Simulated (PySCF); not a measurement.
**Bond length, frequency and bond energy of TeP by level of theory**

State: ²Π (doublet), unpaired electrons π ↑. Set-up: PySCF, scalar-relativistic core potentials, basis sets Te def2-TZVPP with ECP28, P def2-TZVPP. De refers to Te + P in their high-spin ground configurations, without counterpoise correction. The functionals are run spin-unrestricted. A positive dipole means Te(−)P(+). Levels whose curve was spin-contaminated or gave no clean fit are not listed.

```tsv
Level	Re (Å)	ωe (cm⁻¹)	De (eV)	μ (D)
UHF-CCSD	2.238	490	2.49	n/a
UHF-CCSD(T)	2.257	465	2.87	n/a
PBE	2.260	467	3.57	-0.65
PBEsol	2.247	477	3.87	-0.64
BLYP	2.282	447	3.48	-0.57
r²SCAN	2.241	485	3.19	-0.61
PBE0	2.231	494	3.14	-0.55
M06	2.237	495	3.50	-0.90
```

The bond length runs from 2.231 Å (PBE0) to 2.282 Å (BLYP). De spans 2.49 eV (UHF-CCSD, coupled cluster) to 3.87 eV (PBEsol, GGA).

Correlated steps freeze 9 core orbitals. These are scalar-relativistic numbers at best; spin–orbit coupling would shift them, the dissociation energy most. The state is the lowest determinant that a PBE0 search found; another state may lie lower at other levels.

The whole job (state search and all levels along the bond) took about 28 min on 1 thread of Arm Neoverse V1 (shared host), peak memory 3.1 GiB.
